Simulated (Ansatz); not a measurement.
Calculated with Ansatz (gas phase, PBE0-D4/def2-TZVP geometries, no zero-point term in ΔE). CCSD(T)/CBS is frozen-core, at the limit of the def2 triple- and quadruple-zeta sets. Each species was taken in one conformer, which may not be the lowest.

Consider the formal exchange of groups at a B–S bond: `NB(S)Cl` + CH₄ → `CB(N)Cl` + H₂S.

```
  species  CCSD/cc-pV(T+d)Z energy (Eh)
`NB(S)Cl`                    -938.82714
      CH₄                     -40.43181
`CB(N)Cl`                    -580.31035
      H₂S                    -398.93016
```

(1) Work out ΔE.

Largest T1 diagnostic among the species: 0.011.

Answers

(1) ΔE = (-580.31035) + (-398.93016) − (-938.82714) − (-40.43181) = 0.01844 Eh = +0.50 eV. CCSD(T)/CBS gives +0.53 eV.

Leaving LDA and LC-ωPBE aside and taking each functional with its dispersion term where it has one, the values, not all of them listed here, spread over 0.09 eV, from CAM-B3LYP-D4 to revPBE-D4. From BLYP to BHLYP (50 % exact exchange), in def2-TZVPP and without D4, ΔE moves by −0.03 eV. In def2-TZVPP, CCSD(T) changes the Hartree–Fock value by +0.04 eV (the triples alone add +0.02 eV) and MP2 by +0.09 eV.
